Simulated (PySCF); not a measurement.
C2Cl4F2.
Structure used (PBE0-D3(BJ)/def2-TZVP), in Å, numbered top down from 1:
```
atom  x, y, z in Å
F1     1.265   -0.362   -1.209
C2     0.782    0.118   -0.057
Cl3    1.597   -0.699    1.271
Cl4    1.060    1.847    0.009
C5    -0.746   -0.217   -0.023
F6    -0.861   -1.549   -0.092
Cl7   -1.538    0.482   -1.429
Cl8   -1.493    0.350    1.459
```

Computed at PBE0/pcSseg-2 (PySCF, non-relativistic), with Q(35Cl) = −0.0817 b: Cl3, 35Cl (I = 3/2): χzz = -80.52 MHz, η = 0.022.

Where would the pure quadrupole (NQR) lines of 35Cl at Cl3 fall for the rigid, isolated species?

From ν = (|χ|/2)√(1 + η²/3): ν = 40.26 MHz (chlorine on a fluorinated carbon). For 37Cl the ratio of quadrupole moments, 0.7881, gives 31.73 MHz.

Apply the simplest Townes–Dailey estimate (no s hybridisation, no π bonding), ionic character = 1 − χzz/χ0, where χ0 is the coupling for one missing p electron along the bond: −109.74 MHz for 35Cl.

Cl3 on C2: 1 − (-80.52)/(-109.74) = 0.27. In this model a purely covalent bond gives χ0 and a free halide ion gives zero; s hybridisation or π bonding, where present, is counted here as ionic character.

In a crystal, neighbours and librations shift these lines. The structure is a single PBE0-D3(BJ)/def2-TZVP conformer in the gas phase; no vibrational or solvent corrections.
